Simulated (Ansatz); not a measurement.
The cluster SnTe2⁻. Total charge -1; doublet. Geometry PBE-D4/def2-SVPD; atoms count from 1.

```xyz
3

Sn    0.0335    0.7297   -0.2627
Te   -1.9937   -0.7608   -1.2201
Te    1.9602    0.0311    1.4828
```

In the def2 sets Sn, Te take a core potential; there is no spin–orbit coupling. The structure comes from a short search, and lower isomers may exist.

Problem. Estimate the Mulliken populations from the PBE0/def2-TZVPD orbitals of Ansatz.

Solution. 
| atom | charge (e) | spin (α − β) |
| --- | --- | --- |
| Sn1 | 0.14 | 0.27 |
| Te2 | -0.57 | 0.37 |
| Te3 | -0.57 | 0.37 |
Mulliken values and Mayer orders depend strongly on the basis. With diffuse functions, as here, like atoms can get unlike values, and bond orders can come out too low or too high.

Problem. Where does the spin sit?

Solution. Summed by element: Sn 0.27, Te 0.73, of 1 unpaired in all. Largest on single atoms: Te2 0.37, Te3 0.37, Sn1 0.27.

Problem. And the Mayer bond orders between bonded heavy atoms (over 0.3)?

Solution. Sn1–Te2 1.48 (2.69 Å); Sn1–Te3 1.48 (2.69 Å).
